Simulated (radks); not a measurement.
The numbers below are computed, except where a source is named.
Valence configurations of the carbon ion C+ (all share [He]). Code: a radial shooting solver on a logarithmic mesh with Libxc functionals. Model: Dirac Kohn-Sham, BLYP, spin-unpolarised, spherical densities, finite nucleus; open shells fill j = l - 1/2 first; Fermi nuclear charge, rms radius 2.4702 fm. Energies are relative to 2s2 2p1; eigenvalues in eV.

valence      E (eV)  e(2p1/2)  e(2p3/2)  e(2s1/2)
2s2 2p1       0.000   -16.999         -   -25.631
2s1.5 2p1.5   4.317   -17.034         -   -25.671
2s1 2p2       8.637   -17.071         -   -25.713
2s0.5 2p2.5  12.966   -17.111   -17.099   -25.761
2p3          17.298   -17.154   -17.142         -

NIST lists [He] 2s2 2p1 as the ground configuration; this level of theory agrees among the configurations tried. The energies are those of spherical spin-averaged densities, not of single terms.
